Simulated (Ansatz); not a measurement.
System: sum formula HSiO3, net charge 0, doublet state. It need not be the lowest isomer of its formula. 
Coordinates optimised at B3LYP-D3(BJ)/def2-TZVP (Ansatz, an electronic-structure program):
```
Si
O 1 1.5546
O 1 1.5639 2 117.82
O 1 1.6046 2 123.69 3 -180.00
H 4 0.9636 1 119.87 2 0.00
```
Charge 0, spin multiplicity 2.

Parts of the frozen-core correlation energy in STO-3G (Ansatz, hartree). Frozen orbitals: 8; correlated occupied orbitals by spin: 12 and 11; virtual: 5 and 6. UHF or UKS for open shells. Spin-orbit coupling is left out. Non-relativistic.

```csv
term,value
reference (HF),-507.65272
MP2 opposite-spin,-0.08496
MP2 same-spin,-0.02419
CCSD correlation,-0.16268
(T),-0.00606
T1 diagnostic,0.045
largest doubles amplitude,0.216
<S^2> of the reference,1.218
```
